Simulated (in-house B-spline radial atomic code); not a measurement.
A calculation on Bi³⁺: its settings, and results tabulated from the run. Method: scalar-relativistic (X2C) B3LYP, spin-polarised, spherical fractional occupations, exact exchange averaged over the configuration, Fermi nucleus of rms radius 5.5211 fm. Calculated with a B-spline radial code for spherical atoms.

Command:
```bash
python run_scf.py task.json out
```
Settings (nuclear radius in fm, mass in u):
```
Z                83
configuration    [Xe] 4f14 5d10 6s2
hamiltonian      x2c
method           b3lyp
spin_polarised   True
nucleus          fermi
rms_radius       5.5211
atomic_mass      208.9804
speed_of_light   137.035999084
exact_exchange   averaged over the configuration
```

Output (hartree, bohr):
```
 radial grid: 77 intervals, B-splines of order 8, outer radius 51.8919 bohr

 iter        energy (Eh)    residual
    1      -21532.696168    8.72e-01
    2      -21533.978441    7.71e-02
    3      -21534.113553    2.42e-02
    4      -21534.124336    1.08e-02
    5      -21534.125203    2.51e-03
    6      -21534.125366    6.98e-04
    7      -21534.125375    2.44e-05
    8      -21534.125375    1.06e-05
    9      -21534.125375    5.57e-07

 total energy                    -21534.12538
 kinetic                           25183.3150
 electron-nucleus                 -54535.2994
 Hartree                            8221.0497
 exact exchange                      -79.3512
 exchange-correlation               -323.8395

 orbital      occ     eigenvalue          <r>       <r^2>       <1/r>       r_max
 1s up      1.000     -3324.5101    0.0149179 0.000316289     116.008    0.008642
 1s down    1.000     -3324.5101    0.0149179 0.000316289     116.008    0.008642
 2s up      1.000      -599.2617    0.0655698  0.00515932     27.3938       0.056
 2s down    1.000      -599.2617    0.0655698  0.00515932     27.3938       0.056
 2p up      3.000      -515.6590    0.0598482  0.00439965     21.6254     0.04618
 2p down    3.000      -515.6590    0.0598482  0.00439965     21.6254     0.04618
 3s up      1.000      -146.0116     0.170972   0.0335901     9.79222      0.1586
 3s down    1.000      -146.0116     0.170972   0.0335901     9.79222      0.1586
 3p up      3.000      -121.9156     0.172727   0.0347203     8.27963      0.1584
 3p down    3.000      -121.9156     0.172727   0.0347203     8.27963      0.1584
 3d up      5.000       -96.4034     0.157442   0.0290169     7.61355      0.1293
 3d down    5.000       -96.4034     0.157442   0.0290169     7.61355      0.1293
 4s up      1.000       -34.6031     0.377072    0.160629     4.09113      0.3564
 4s down    1.000       -34.6031     0.377072    0.160629     4.09113      0.3564
 4p up      3.000       -26.6289     0.401276    0.183119     3.53325      0.3753
 4p down    3.000       -26.6289     0.401276    0.183119     3.53325      0.3753
 4d up      5.000       -17.1434     0.422448    0.205971     3.13981       0.382
 4d down    5.000       -17.1434     0.422448    0.205971     3.13981       0.382
 5s up      1.000        -6.9958     0.833464     0.77814     1.68602      0.7726
 5s down    1.000        -6.9958     0.833464     0.77814     1.68602      0.7726
 5p up      3.000        -4.7193     0.946722     1.00995      1.4194      0.8591
 5p down    3.000        -4.7193     0.946722     1.00995      1.4194      0.8591
 4f up      7.000        -6.8415     0.440919    0.231933     2.74451      0.3424
 4f down    7.000        -6.8415     0.440919    0.231933     2.74451      0.3424
 5d up      5.000        -2.0852      1.21843     1.70822     1.07456       1.032
 5d down    5.000        -2.0852      1.21843     1.70822     1.07456       1.032
 6s up      1.000        -1.5040      2.02775     4.59437     0.63981       1.822
 6s down    1.000        -1.5040      2.02775     4.59437     0.63981       1.822
```

Time taken, with all properties: 0.83 s on 1 thread of Intel(R) Xeon(R) 6975P-C, on a shared host.

One-electron X2C: radii and densities carry no picture-change correction, so inner-shell <1/r> comes out high (for 1s by about 2 % at Z = 33, 5 % at 54, 10 % at 75, 30 % at 118) and <r> low.
